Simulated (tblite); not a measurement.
Run record: tight-binding relaxation, `CC1=C(Cl)OC(C(=O)Br)=C1`.

Computed with GFN2-xTB geometry optimisation, gas phase (tblite 0.8.0). Start geometry: from a force field or distance geometry. A driver script takes a list of jobs; this job's settings line and coordinates (Å) are shown.

Command:
```bash
OMP_NUM_THREADS=1 python probes_run.py task.json out
```

Input:
```
{"job": {"kind": "relax", "xc": "GFN2-xTB", "basis": "xTB"}, "charge": 0, "multiplicity": 1}
C     -2.233900    -0.526900    -0.002800
C     -0.854300    -0.047100     0.027700
C      0.293500    -0.765900    -0.255500
C      1.348400     0.126000    -0.081500
C      2.770100    -0.152800    -0.250800
O      3.202300    -1.273100    -0.629100
Br     4.017200     1.259700     0.068600
O      0.885800     1.286200     0.314500
C     -0.437900     1.227100     0.393100
Cl    -1.502200     2.547900     0.869200
H     -2.399000    -1.408100    -0.652300
H     -2.882500     0.309300    -0.297000
H     -2.547700    -0.790700     1.047400
H      0.339500    -1.791900    -0.573700
```

Output:
```
step      E/eV     max force
  0    -860.78905    4.141
  1    -860.98930    4.595
  2    -861.10873    1.109
  3    -861.13693    0.648
  4    -861.16431    0.440
  5    -861.17329    0.344
  6    -861.18281    0.301
  7    -861.19051    0.278
  8    -861.19893    0.299
  9    -861.20425    0.218
... (18 lines left out)
 28    -861.22779    0.025
 29    -861.22786    0.029
 30    -861.22797    0.032
 31    -861.22809    0.032
 32    -861.22822    0.035
 33    -861.22831    0.024
 34    -861.22836    0.015
 35    -861.22839    0.014
 36    -861.22842    0.010
 37    -861.22843    0.009
```

«max force» is the largest atomic force in eV/Å.

**Question.** From which step on does the largest force stay under 0.1 eV/Å, and how much energy is left to gain from there?

**Answer.** From step 18 (0.093 eV/Å), 3.6 meV above the end.

Main results: energy lowered by 10.1 kcal/mol over 37 steps; largest atomic force 0.009 eV/Å at the end.
Labels such as C1 count atoms from 1, the log's own numbers from 0.
